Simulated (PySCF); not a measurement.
C4H7FO, SMILES F/C=C\OCC.

Geometry optimised at B3LYP-D3(BJ)/def2-SVP. The structure was generated by enumeration; whether it is a known compound was not checked. The values are those of a single conformer.

Calculation: PBE/def2-TZVP (PySCF).

Isolated molecule, no solvent.

Computed frontier levels, gap, dipole moment and polarisability:
```yaml
highest_occupied_level: -5.20 eV
lowest_empty_level: -0.03 eV
orbital_gap: 5.17 eV
dipole_moment: 0.46 D
quadrupole, principal values (traceless, Buckingham form, about the centre of nuclear charge): -5.21, -2.35, 7.56 D·Å
mean_static_polarisability: 56.3 bohr³ (8.35 Å³)
polarisability_principal_values: 42.9, 54.1, 72.0 bohr³
```
